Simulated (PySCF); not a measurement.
C₆H₁₃NS.
Atom-mapped SMILES: `[CH3:1][CH2:2][S:3][CH2:4][CH2:5]/[CH:6]=[N:7]/[CH3:8]` (hydrogens: H9, H10, H11 on C1; H12, H13 on C2; H14, H15 on C4; H16, H17 on C5; H18 on C6; H19, H20, H21 on C8)

The calculation used PBE0-D3(BJ)/def2-SVP geometry optimisation, gas phase (PySCF 2.14.0).

(1) What internal coordinates does the optimisation give?

Answers

(1) 
| bond | length (Å) |
| --- | --- |
| C1–C2 | 1.516 |
| C2–S3 | 1.816 |
| S3–C4 | 1.817 |
| C4–C5 | 1.526 |
| C5–C6 | 1.496 |
| C6=N7 | 1.265 |
| N7–C8 | 1.435 |
| C1–H9, C1–H10, C1–H11 | 1.101 |
| C2–H12, C2–H13 | 1.102 |
| C4–H14, C4–H15 | 1.101 |
| C5–H16, C5–H17 | 1.103 |
| C6–H18 | 1.111 |
| C8–H19, C8–H20, C8–H21 | 1.105 |

Bonds in one row agree within 0.01 Å and their mean is given. A selection of angles:
| angle | degrees |
| --- | --- |
| C1–C2–S3 | 114.8 |
| C2–S3–C4 | 101.8 |
| S3–C4–C5 | 115.6 |
| C4–C5–C6 | 113.7 |
| C5–C6–N7 | 122.0 |
| C6–N7–C8 | 118.4 |

Torsions: C1–C2–S3–C4 -67° (synclinal); C2–S3–C4–C5 -66° (synclinal); S3–C4–C5–C6 -61° (synclinal); C4–C5–C6–N7 -126° (anticlinal); C5–C6–N7–C8 180° (antiperiplanar). The mirror-image conformer, all signs reversed, is as good.

Of the pairs four or more bonds apart, H18···H19 is among the closest relative to their van der Waals radii: 2.22 Å, 92 % of the sum of Bondi's values. N7 (imine nitrogen) is bent (angle 118.4°). The 3 C–C bonds span 1.496 Å (C5–C6, drawn single) to 1.526 Å (C4–C5, drawn single), a spread of 0.030 Å. The 2 C–N bonds span 1.265 Å (C6=N7, drawn double) to 1.435 Å (N7–C8, drawn single), a spread of 0.170 Å. S3 (sulfide sulfur) is bent (angle 101.8°).

Point group: C1 (no symmetry element, even within 0.4 Å). PBE0-D3(BJ)/def2-SVP frequencies: not computed here. The numbers are those of one conformer.
